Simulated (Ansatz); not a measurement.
Abridged output of a molecular run in Ansatz:

```
Functional definition: HF
1877 factors; integrals over basis functions are off by at most 1.1e-3 eV
mean field evaluation 1: about -68699.0799 eV, gradient 3.3e1 eV
mean field evaluation 2: about -68699.3637 eV, gradient 3.3e1 eV
mean field evaluation 4: about -68702.6905 eV, gradient 4.9e0 eV
mean field evaluation 8: about -68702.7737 eV, gradient 4.1e-1 eV
mean field evaluation 16: about -68702.7748 eV, gradient 2.6e-6 eV
mean field -68702.77484918 eV, -2524.7804072939 hartree, gradient 2.6e-6 eV, S^2 0.000000; 0 other end points of the search recorded, 0 dependent functions left out
18 core orbitals not correlated: weight in the atoms' cores, before any rotation towards them, 1.000 or more for the frozen orbitals, at most 0.000 for the correlated occupied ones
reference -68702.77484918 eV, -2524.7804072939 hartree; 22, 22 occupied and 272, 272 virtual orbitals, 1877 factors
second order -30.18834879 eV of doubles, -0.00000000 eV of singles
cycle   1  -30.36298388 eV  change   -1.7e-1 eV  update   1.4e-1
cycle   2  -31.27000801 eV  change   -9.1e-1 eV  update   4.2e-2
cycle   3  -31.44918252 eV  change   -1.8e-1 eV  update   2.2e-2
cycle   4  -31.43081785 eV  change    1.8e-2 eV  update   6.3e-3
cycle   5  -31.42645585 eV  change    4.4e-3 eV  update   3.4e-3
cycle   6  -31.42763373 eV  change   -1.2e-3 eV  update   1.3e-3
cycle   7  -31.42720375 eV  change    4.3e-4 eV  update   5.5e-4
cycle   8  -31.42709113 eV  change    1.1e-4 eV  update   1.8e-4
cycle   9  -31.42718655 eV  change   -9.5e-5 eV  update   9.0e-5
cycle  10  -31.42722210 eV  change   -3.6e-5 eV  update   3.2e-5
perturbative correction -1.32546242 eV, -0.0487098456 hartree
Total energy: -68735.52753371 eV, -2525.9840462498 hartree
```

Its atoms:

Cartesian coordinates in Å:
```
B 1.814 0.005 1.021
S 0.157 0.188 1.603
C -0.934 0.220 0.097
C -0.538 1.254 -0.915
F -2.187 0.537 0.595
Ga -0.663 -1.746 -0.173
H 2.094 0.020 -0.135
H 2.630 -0.125 1.879
H 0.460 1.055 -1.303
H -1.241 1.225 -1.751
H -0.558 2.257 -0.477
H 0.569 -2.169 -1.041
H -1.604 -2.721 0.599
```

Problem. Which basis set was used?
A. def2-TZVPP
B. def2-TZVPPD
C. def2-SVPD
D. cc-pV(Q+d)Z

Solution. A. It gives 312 functions.

Problem. Write the keys of the input that set method, charge and spin (a neutral closed shell needs none for the last two).

Solution. 
```yaml
correlation: {method: ccsd_t}
```
